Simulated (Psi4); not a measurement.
Intermolecular potential of HCl ··· C3H6 (SMILES Cl and C1CC1). Monomers: optimised at B3LYP-D3(BJ) (def2-TZVP), held rigid. Orientation: lowest of the rigid-body minima from ten starts at GFN2-xTB. R is the distance of the centres of mass, along which the second monomer moves.

Levels of theory: MP2/aug-cc-pVDZ = DF-MP2/aug-cc-pVDZ, frozen core, counterpoise-corrected (Psi4); SAPT0/jun-cc-pVDZ, frozen core (Psi4).

Interaction energies in kcal/mol:

```json
[
 {"R / Å": "3.25", "MP2/aug-cc-pVDZ": "6.82"},
 {"R / Å": "3.48", "MP2/aug-cc-pVDZ": "0.10"},
 {"R / Å": "3.68", "MP2/aug-cc-pVDZ": "-2.21"},
 {"R / Å": "3.89", "MP2/aug-cc-pVDZ": "-2.95"},
 {"R / Å": "4.13", "MP2/aug-cc-pVDZ": "-2.88"},
 {"R / Å": "4.26", "MP2/aug-cc-pVDZ": "-2.66"},
 {"R / Å": "4.56", "MP2/aug-cc-pVDZ": "-2.04"},
 {"R / Å": "4.85", "MP2/aug-cc-pVDZ": "-1.50"},
 {"R / Å": "5.35", "MP2/aug-cc-pVDZ": "-0.86"},
 {"R / Å": "6.07", "MP2/aug-cc-pVDZ": "-0.41"},
 {"R / Å": "7.07", "MP2/aug-cc-pVDZ": "-0.17"},
 {"R / Å": "8.40", "MP2/aug-cc-pVDZ": "-0.06"}
]
```

Predict the corresponding SAPT0/jun-cc-pVDZ column.

3.25: 6.07; 3.48: 0.45; 3.68: -1.55; 3.89: -2.28; 4.13: -2.33; 4.26: -2.20; 4.56: -1.74; 4.85: -1.30; 5.35: -0.76; 6.07: -0.37; 7.07: -0.16; 8.40: -0.06 (kcal/mol).
